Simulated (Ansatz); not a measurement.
Ansatz (a program for electronic structure) input (RI-MP2/def2-TZVPPD):
A basis named .json is the Basis Set Exchange file of that set.

Ansatz 0.2 input:
```yaml
crystal:
  periodic: [false, false, false]
  atoms:
    - {symbol: Sc, position_ang: [0.36400093, 0.17701322, 0.11925598]}
    - {symbol: F, position_ang: [-0.64800757, 0.96453626, -1.19564699]}
    - {symbol: F, position_ang: [-0.20132794, -1.37756711, 0.91738304]}
basis:
  gaussian:
    orbitals: def2-TZVPPD.json
    fitting: {mean_field: def2-universal-jkfit, correlation: def2-TZVPPD-RIFIT.json}
magnetization: {spin_polarized: true, initial_magnetization: 1}
correlation: {method: mp2, electrons: outside_noble_gas}
```

Output:

```
Functional definition: HF
integrals: 0.08 GiB planned
418 factors; integrals over basis functions are off by at most 1.6e0 eV
409 factors; integrals over basis functions are off by at most 9.3e1 eV
mean field: 0.35 GiB planned
mean field evaluation 1: about -26087.5982 eV, gradient 3.6e1 eV
mean field evaluation 2: about -26089.7803 eV, gradient 3.2e1 eV
mean field evaluation 4: about -26092.6468 eV, gradient 9.6e-1 eV
mean field evaluation 8: about -26092.6769 eV, gradient 3.3e-5 eV
mean field evaluation 16: about -26092.0654 eV, gradient 6.5e0 eV
mean field -26092.67687343 eV, -958.8881888468 hartree, gradient 2.2e-6 eV, S^2 0.750998; 5 other end points of the search recorded, 0 dependent functions left out
11 core orbitals not correlated
reference -26092.67687343 eV, -958.8881888468 hartree; 9, 8 occupied and 127, 128 virtual orbitals, 409 factors
second order -15.62339316 eV of doubles, -0.00000000 eV of singles
Total energy: -26108.30026658 eV, -959.4623379554 hartree
```

The spin state was set by rule; other spins were not relaxed.
